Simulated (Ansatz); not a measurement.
Program: Ansatz. Geometries: PBE0-D4/def2-TZVP. ΔE: electronic, gas phase. CBS: MP2 limit from def2 TZ/QZ plus the TZ coupled-cluster correction, frozen cores. For As, Ga outer-core shells are correlated without core-valence functions, which leaves a few kJ/mol of doubt a bond. Scalar relativity is left out up to krypton. One conformer a species, not always the lowest.

`[OH][GaH][BH]BF` + `[AsH3]` → `FB[AsH2]` + `[BH2][GaH][OH]`  (cleavage of the B–B bond)

```csv
species,CCSD(T)/CBS(def2) energy (Eh)
`[OH][GaH][BH]BF`,-2150.93184
`[AsH3]`,-2236.79077
`FB[AsH2]`,-2361.43380
`[BH2][GaH][OH]`,-2026.29567
```

Problem. Work out ΔE.

Solution. ΔE = (-2361.43380) + (-2026.29567) − (-2150.93184) − (-2236.79077) = -0.00686 Eh = -18.0 kJ/mol.

Largest T1 diagnostic among the species: 0.015.

Leaving LDA and LC-ωPBE aside and taking each functional with its dispersion term where it has one, the values, not all of them listed here, spread over 15.3 kJ/mol, from PBE-QIDH to B97M-V. From BLYP to BHLYP (50 % exact exchange), in def2-TZVPP and without D4, ΔE moves by −5.9 kJ/mol. At CCSD(T), def2-SVP lies +7.5 kJ/mol from the extrapolated value and def2-TZVPP +1.1 kJ/mol.
